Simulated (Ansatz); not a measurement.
Saddle point of SiN2H6S, closed shell (SiN₂H₆S ([NH2][SiH]([NH2])[SH]) → SiN₂H₄S ([NH2][Si]([NH2])[S]) + H₂; bonds formed: H2–H4; bonds broken: Si1–H2, S3–H4), PBE0-D4/def2-TZVP structure:

| atom | x (Å) | y (Å) | z (Å) |
| --- | --- | --- | --- |
| Si1 | -0.2815 | 0.0851 | -0.1736 |
| H2 | 0.5840 | -0.7251 | -1.3999 |
| S3 | -1.7924 | 0.4294 | -1.4654 |
| H4 | -0.2990 | -0.4187 | -1.8172 |
| N5 | 0.7480 | 1.3276 | 0.3135 |
| N6 | -0.4311 | -1.0569 | 1.0569 |
| H7 | 0.8356 | 2.1586 | -0.2462 |
| H8 | 1.4849 | 1.2263 | 0.9905 |
| H9 | 0.2686 | -1.2376 | 1.7565 |
| H10 | -1.1173 | -1.7886 | 0.9848 |

Energies are electronic, without zero-point energy. Barriers and step energies count from the start structure reached by relaxing down the imaginary mode; all methods use the PBE0-D4 structures, on which another method's saddle can fall below an end. Ansatz 0.2.0; basis: def2-TZVPP, with def2-QZVPP for the basis limit; cores frozen in the correlated methods. B3LYP uses VWN-RPA correlation. Extrapolation: Hartree–Fock as exp(−7.88 √X), correlation as X^−2.97.

```csv
method,barrier (kcal/mol),step energy (kcal/mol)
SPW92,32.74,20.99
PBE-D4,36.40,16.12
BLYP-D4,40.04,13.55
r2SCAN-D4,38.49,16.54
B97M-V,38.91,15.85
PBE0-D4,40.33,18.46
B3LYP-D4,?,15.92
r2SCAN0-D4,41.41,18.30
BHLYP-D4,47.79,18.56
CAM-B3LYP-D4,45.19,18.27
wB97X-V,45.63,19.28
wB97M-V,44.11,17.67
B2PLYP,?,16.32
PBE-QIDH,43.22,19.17
RPA on PBE,45.83,17.92
HF,56.89,18.60
MP2,?,16.30
CCSD,47.72,18.84
CCSD(T),45.23,17.94
```

Problem. Fill in the withheld barriers. (An estimate is asked for; the value comes from the calculation.)

Solution. By the calculation: MP2 43.15; B2PLYP 43.72; B3LYP-D4 42.89 kcal/mol. Each is the energy of the saddle less that of the start structure, by the same method.

For comparison, the barrier by CCSD(T) at an estimated basis limit (MP2 extrapolated from triple and quadruple zeta, plus CCSD(T) − MP2 in triple zeta) is 43.96 kcal/mol.

No T1 diagnostic of these runs exceeds 0.013.

Labels in which every atom is bracketed show which atoms are joined, not bond orders.

For scale, one of the runs: CCSD(T)/def2-TZVPP, 230 basis functions (an equivalent command: `ansatz run in.yaml --threads 4`). Hardware: 4 CPU threads, shared host. Wall time 63 s; peak host memory 3.7 GiB.
